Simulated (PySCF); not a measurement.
Compound: C₂H₃N₃OSi.
Cartesian coordinates in Å at the GFN2-xTB level; atoms count from 1:
```xyz
10
C2H3N3OSi angstrom
N      1.2642    0.0651    2.6858
C      0.7824    0.1112    1.6483
Si    -0.0264    0.1567   -0.0473
N     -1.3468   -0.8937   -0.2843
O     -0.6113    1.6321   -0.3576
C      1.3595   -0.3603   -1.1945
N      2.2193   -0.6757   -1.8801
H     -2.2837   -0.5696   -0.1156
H     -1.2626   -1.8867   -0.1566
H     -0.0857    2.4255   -0.3205
```

The computed photoelectron lines, unassigned: C 1s: 292.12 eV; N 1s: 405.67 (area 2), 405.89 (area 1) eV; O 1s: 539.96 eV; Si 1s: 1849.76 eV; Si 2p3/2: 109.57 eV.

Method: delta-SCF UKS SCAN, pcX-2 on the ionised atom, pcseg-1 elsewhere, spin-free X2C (PySCF). Geometry: GFN2-xTB, one conformer, isolated molecule.

Order the nitrogen atoms by N 1s binding energy.

405.67 eV: N1/N7 (cyano nitrogen); 405.89 eV: N4 (silicon-bound nitrogen). The 2 N 1s values lie within 0.22 eV of each other; Gaussian lines of 0.5 eV full width would blend them into one maximum.

Bonded neighbours of each site: N1/N7: C (triple bond); C2/C6: N (triple bond) and Si; Si3: O, N and 2 C; N4: 2 H and Si; O5: H and Si.

Which photon energy gives electrons from C 1s of C2/C6 a kinetic energy of 20 eV, and what is their de Broglie wavelength?

hν = 292.12 + 20 = 312.12 eV, recoil neglected; λ = 12.264 Å/√(E/eV) = 2.74 Å.

One atom of each set of topologically equivalent atoms was ionised and stands for the set; in this conformer not all members are related by symmetry, and their own values weren't computed. The 2p values add to the ΔSCF energy of one spin-free hole a correction within the shell (spin–orbit coupling, ligand field). 2p1/2 minus 2p3/2 (ligand field included): Si 0.63 eV.
